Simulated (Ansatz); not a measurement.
A made-up structure of GaHSeO, singlet:

```json
{"atom": "O1", "x (Å)": "1.2081", "y (Å)": "0.0398", "z (Å)": "0.5321"}
{"atom": "Ga2", "x (Å)": "-0.2635", "y (Å)": "0.2461", "z (Å)": "-0.2310"}
{"atom": "Se3", "x (Å)": "-0.1669", "y (Å)": "-1.4523", "z (Å)": "0.5783"}
{"atom": "H4", "x (Å)": "-0.7778", "y (Å)": "1.1664", "z (Å)": "-0.8795"}
```

It is relaxed with PBE-D4/def2-SVP and then PBE0-D4/def2-TZVP (Ansatz 0.2.0). Atoms count as bonded within 1.22 times the sum of their covalent radii (H–H: 0.88 Å). The end point is not checked to be a true minimum.

**Question.** Does its bonding change? (A judgement: the text doesn't fix the answer.)

**Answer.** The calculation gives: No: no bond forms or breaks.

Where it ends: The first stage lowers the energy by 3.50 eV in 7 steps. It ends as GaHSeO ([O]1[GaH][Se]1):
```json
{"atom": "O1", "x (Å)": "1.2050", "y (Å)": "-0.1352", "z (Å)": "0.6095"}
{"atom": "Ga2", "x (Å)": "-0.2927", "y (Å)": "0.3250", "z (Å)": "-0.2797"}
{"atom": "Se3", "x (Å)": "0.0029", "y (Å)": "-1.6585", "z (Å)": "0.7485"}
{"atom": "H4", "x (Å)": "-0.9152", "y (Å)": "1.4688", "z (Å)": "-1.0783"}
```

Labels in which every atom is bracketed show which atoms are joined, not bond orders.

For scale, one of the runs: PBE0-D4/def2-TZVP relaxation, 133 basis functions, launched by `ansatz run in.yaml --threads 2 --pin off --events-out ev --progress --plain --max-ram 4352MiB`. The run took about 28 s on 2 CPU threads of an Arm Neoverse V1 (shared host).
